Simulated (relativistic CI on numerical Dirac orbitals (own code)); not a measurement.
## I XXIV: q coefficients and field-shift factors

Calculated at this level of theory: Dirac-Coulomb-Breit CI, KLI orbitals optimised for each configuration, derivatives by finite differences, unscaled Slater integrals, QED left out (own radial code, finite nucleus).

CI space (outside the closed core [Ar] 3d10): 4s2, 4s 4p, 4p2, 4s 4d, 4d2, 4s 4f, 4p 4d, 4f2. Levels of other configurations are missing.

With x = (α/α₀)² − 1 an excitation energy changes as ω = ω₀ + qx; K = 2q/ω₀ is the relative enhancement. Terms are leading LS components, so labels can repeat. The field-shift factor is F = δν/δ⟨r²⟩ for the transition from the lowest level.

Lowest level 4s2 1S_0.

```tsv
Level	ω₀ (cm⁻¹)	q (cm⁻¹)	K	F (GHz/fm²)
4s 4p 3P°_0	356318	26980	0.151	-179
4s 4p 3P°_1	379540	40010	0.211	-180
4s 4p 3P°_2	485056	168100	0.693	-184
4s 4p 1P°_1	584104	159000	0.544	-186
4p2 3P_0	829913	66490	0.16	-363
4p2 3P_1	932740	199500	0.428	-368
4p2 1D_2	937195	198800	0.424	-358
4p2 3P_2	1058029	330300	0.624	-360
4p2 1S_0	1128020	332600	0.59	-369
4s 4d 3D_1	1190828	179600	0.302	-181
4s 4d 3D_2	1199517	187700	0.313	-182
4s 4d 3D_3	1215654	204700	0.337	-181
4s 4d 1D_2	1298533	208500	0.321	-204
4p 4d 3F°_2	1565030	210500	0.269	-365
4p 4d 3F°_3	1619148	253800	0.313	-364
4p 4d 3P°_2	1636259	242100	0.296	-366
4p 4d 3D°_1	1649117	219600	0.266	-366
4p 4d 3F°_4	1712643	372500	0.435	-366
4p 4d 1D°_2	1725227	351600	0.408	-369
4p 4d 3D°_3	1748550	336100	0.384	-361
4p 4d 3P°_0	1749475	351300	0.402	-370
4p 4d 3P°_1	1753705	352900	0.402	-370
4p 4d 3P°_2	1765783	368100	0.417	-370
```

At this charge energies of transitions that change n are usually good to better than 1 %, and those within a shell (Δn = 0) to a few per cent.
